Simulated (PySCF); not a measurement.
## Spinor energies of K (potassium, neutral)

Start: [Ar] 4s1; 4s1/2 filled at m_j = +1/2. Calculated with PySCF 2.14 in x2c-SVPall-2c (5s5p2d, 30 functions): generalised Hartree-Fock with the X2C-1e Hamiltonian and a Gaussian nucleus; one run each with spin-orbit coupling (SO) switched off, then screened by Boettger's factors.

```csv
spinor shell,electrons,"ε, spin-free (eV)","ε, screened SO (eV)",weight of nominal j (screened SO),"rms radius, screened SO (bohr)"
1s1/2,2,-3647.8,-3647.8,1.000,0.0938
2s1/2,2,-396.79,-396.79,1.000,0.418
2p1/2,2,-313.24,-315.20,1.000,0.386
2p3/2,4,-313.24,-312.26,1.000,0.388
3s1/2,2,-47.896,-47.896,1.000,1.37
3p1/2,2,-25.937,-26.134,0.991,1.56
3p3/2,4,-25.937,-25.839,0.995,1.57
4s1/2,1,-4.002,-4.002,1.000,5.64
```

```csv
quantity,spin-free,screened SO
E (hartree),-601.38006,-601.38107
M_J,1/2,1/2
⟨J²⟩,0.750,0.750
⟨L²⟩,0.000,0.000
⟨S²⟩,0.750,0.750
```

Without spin-orbit coupling the j labels of p, d and f shells carry no meaning; the spin-free column gives the mean over the occupied spinors of each nl shell.
